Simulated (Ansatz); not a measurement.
Isolated molecules relaxed with PBE0-D4/def2-TZVP in Ansatz; ΔE leaves out vibrations. CCSD(T)/CBS is the MP2 limit (def2-TZVPP, def2-QZVPP) plus CCSD(T) − MP2 in def2-TZVPP, frozen cores. For Ga, Ge outer-core shells are correlated without core-valence functions, which leaves a few kJ/mol of doubt a bond. Scalar relativity is left out up to krypton.

Consider the redistribution: `[CH3][GaH][Cl]` + `N#[C][GeH2][C]#N` → `[CH3][Ga]([Cl])[C]#N` + `N#[C][GeH3]`.

```
               species  CCSD(T)/CBS(def2) energy (Eh)
      `[CH3][GaH][Cl]`                    -2424.23293
    `N#[C][GeH2][C]#N`                    -2262.78307
`[CH3][Ga]([Cl])[C]#N`                    -2516.38895
         `N#[C][GeH3]`                    -2170.64236
```

Q: Work out ΔE.

A: ΔE = (-2516.38895) + (-2170.64236) − (-2424.23293) − (-2262.78307) = -0.01531 Eh = -40.2 kJ/mol.

Largest T1 diagnostic among the species: 0.014.

From BLYP to BHLYP (50 % exact exchange), in def2-TZVPP and without D4, ΔE moves by −3.2 kJ/mol. Leaving LDA and LC-ωPBE aside and taking each functional with its dispersion term where it has one, the values, not all of them listed here, spread over 6.0 kJ/mol, from BHLYP-D4 to B97M-V.
